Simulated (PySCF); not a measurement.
C4H5BO2. Atoms are numbered in the order given.

```xyz
12

C     -1.4364     1.6837     0.0000
C     -0.3887     0.8383     0.0000
C      1.0444     1.1607     0.0000
C      1.7423     0.0059     0.0000
O      0.9690    -1.1398     0.0000
B     -0.3669    -0.7336     0.0000
O     -1.3909    -1.6112     0.0000
H     -1.3089     2.7719     0.0000
H     -2.4627     1.3051     0.0000
H      1.4870     2.1573     0.0000
H      2.8203    -0.1580     0.0000
H     -1.0956    -2.5319     0.0000
```

The structure is a stationary point at B3LYP-D3(BJ)/def2-SVP. The structure was generated by enumeration, and PubChem lists no compound with its InChIKey, so it may never have been made. One conformer was computed; it need not be the lowest.

Computed with PBE0/pcSseg-1 run with PySCF.

GIAO shieldings, no solvent; atoms listed in one row are averaged. δ = σ(ref) − σ: ¹³C against TMS (σ = 186.3 ppm); ¹⁷O against H2O (σ = 334.2 ppm); ¹¹B against BF3 (σ = 88.8 ppm); ¹H against TMS (σ = 31.56 ppm), references at their B3LYP-D3(BJ)/def2-TZVP geometries, non-relativistic.

**Question.** Estimate the chemical shifts. (The exact figures need the calculation; the answer reports its results.)

**Answer.** 
```csv
nucleus,atoms,count,δ (ppm)
¹³C,C4,1,161.3
¹³C,C2,1,147.8
¹³C,C1,1,136.7
¹³C,C3,1,123.2
¹⁷O,O5,1,211.9
¹⁷O,O7,1,105.3
¹¹B,B6,1,17.5
¹H,H11,1,7.01
¹H,H9,1,6.58
¹H,H8,1,6.48
¹H,H10,1,6.28
¹H,H12,1,4.62
```
